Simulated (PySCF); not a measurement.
A side-by-side comparison of computed properties.

First species: C6H6F2OSi.
InChI=1S/C6H6F2OSi/c7-5-2-1-4(9-10)3-6(5)8/h1-3H,10H3

Second species: 3-pentyl acetate, C7H14O2.
SMILES: `CCC(CC)OC(C)=O`

Levels: PBE0/pcSseg-1 for dipole moment, HOMO energy, LUMO energy and HOMO–LUMO gap; GFN2-xTB for rotational constant A and rotational constant C. Geometries: GFN2-xTB. All species are isolated and taken at one optimised geometry, non-relativistic unless stated. Electronic properties by PySCF.

The conformers computed, where there is a choice (atom-mapped SMILES and torsion angles):
- `[F:1][c:2]1[cH:3][cH:4][c:5]([O:6][SiH3:7])[cH:8][c:9]1[F:10]`: C4–C5–O6–Si7 180°
- `[CH3:1][CH2:2][CH:3]([CH2:4][CH3:5])[O:6][C:7]([CH3:8])=[O:9]`: C1–C2–C3–C4 177°, C2–C3–C4–C5 -177°, C2–C3–O6–C7 124°, C3–O6–C7–C8 180°

Values for the first species:

- Dipole moment: 2.70 D
- HOMO energy: -6.84 eV
- LUMO energy: -0.65 eV
- HOMO–LUMO gap: 6.19 eV
- Rotational constant A: 2.605 GHz
- Rotational constant C: 0.507 GHz

(1) Estimate the same properties for the second species, and the change in each.

## Answers

(1) 
```tsv
property	first	second	second less first
dipole moment	2.70 D	2.01 D	-0.69 D
HOMO energy	-6.84 eV	-7.86 eV	-1.02 eV
LUMO energy	-0.65 eV	0.51 eV	+1.16 eV
HOMO–LUMO gap	6.19 eV	8.37 eV	+2.18 eV
rotational constant A	2.605 GHz	1.652 GHz	-0.953 GHz
rotational constant C	0.507 GHz	0.910 GHz	+0.403 GHz
```

On the first: A dipole of 2.70 D is allowed in Cs, and pure rotational transitions are dipole-allowed. In atomic units the dipole is 1.06 e·bohr (1 au = 2.5417 D).

On the second: The dipole matches unit charges of opposite sign 0.42 Å apart (1 e·Å = 4.8032 D).
